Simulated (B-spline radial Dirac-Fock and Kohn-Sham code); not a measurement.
# Two-hole binding energies of K⁴⁺

System: the K⁴⁺ ion, [Ne] 3s2 3p3.

Calculated with a radial atomic solver, using multi-electron Dirac-Fock with separately optimised hole states, Breit and Lamb-shift corrections added in first order. U is the two-hole binding energy less the two single-hole energies, the effective repulsion of the holes after relaxation. Each two-hole energy is an average over J within one jj subconfiguration.

| holes | E(a) (eV) | E(b) (eV) | E(ab) (eV) | U (eV) |
| --- | --- | --- | --- | --- |
| 1s⁻² | 3685.8 | 3685.8 | ? | ? |
| 1s⁻¹ 2p3/2⁻¹ | 3685.8 | 368.0 | 4128.2 | 74.3 |
| 2s⁻² | 454.0 | 454.0 | 960.7 | 52.7 |
| 2s⁻¹ 2p3/2⁻¹ | 454.0 | 368.0 | 870.2 | 48.1 |
| 2p3/2⁻¹ 3s⁻¹ | 368.0 | 98.35 | 490.8 | 24.4 |

Task: Give the missing two-hole energy and U.

Result: E(ab) = 7641.2 eV and U = 269.6 eV.

Run: 13 s of CPU time on 1 thread of Neoverse-V1 (shared host), peak memory 0.30 GiB.
